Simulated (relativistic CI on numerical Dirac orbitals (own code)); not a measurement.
## The 6-electron sequence from C to Mn¹⁹⁺

Method of calculation: Dirac-Coulomb-Breit CI, KLI orbitals optimised for each configuration, model QED, unscaled Slater integrals (own radial code, finite nucleus).

Configurations in the expansion (outside the closed core 1s2): 2s²2p², 2s2p³, 2p⁴, 2p³3s, 2p³3p, 2s²2p3s, 2p³3d. Levels of other configurations are missing.

Energies above each ion's lowest level, in eV. Levels are followed by their leading LS label, which can pass from one level to another where the coupling changes.

```
  Ion  2s²2p² ³P0  2s²2p² ³P1  2s²2p² ³P2  2s²2p² ¹D2  2s²2p² ¹S0
    C           0   0.0018655   0.0048965      1.5322      2.5792
   N⁺           0   0.0058018    0.015554      2.1714      3.8379
  O²⁺           0    0.013696    0.037066      2.7932      5.0776
  F³⁺           0     0.02766    0.074995      3.4154      6.3217
 Ne⁴⁺           0    0.050415      0.1361      4.0479      7.5807
 Mg⁶⁺           0     0.13716     0.36129      5.3794       10.18
 Al⁷⁺           0     0.21115     0.54554      6.0985      11.543
 Si⁸⁺           0     0.31442     0.79341      6.8698      12.967
  P⁹⁺           0     0.45566      1.1186      7.7094      14.469
 S¹⁰⁺           0      0.6455      1.5363      8.6367      16.073
Cl¹¹⁺           0     0.89673      2.0629      9.6754      17.805
Ar¹²⁺           0      1.2245      2.7157      10.854      19.694
 K¹³⁺           0      1.6464      3.5127      12.207      21.778
Ca¹⁴⁺           0      2.1825       4.472      13.774      24.097
Sc¹⁵⁺           0       2.855      5.6118        15.6      26.696
Ti¹⁶⁺           0      3.6885      6.9498      17.738      29.625
 V¹⁷⁺           0      4.7093      8.5039      20.245      32.937
Cr¹⁸⁺           0      5.9453      10.292       23.18      36.689
Mn¹⁹⁺           0      7.4258      12.334      26.608      40.939
```

The lowest level keeps the configuration 2s²2p² and J = 0 throughout.

Between Z = 22 and 25 the energy of 2s²2p² ³P1 follows a local power law Z^5.5. For orientation: electrostatic splittings inside a shell grow about linearly with the screened charge, excitations that change n as its square, and fine structure as its fourth power; written in Z itself the exponents are larger, since the screened charge grows faster in proportion.

The members near neutrality are the least accurate: they can be off by several eV, miss lower levels of configurations outside the list, or start from a wrong lowest level.
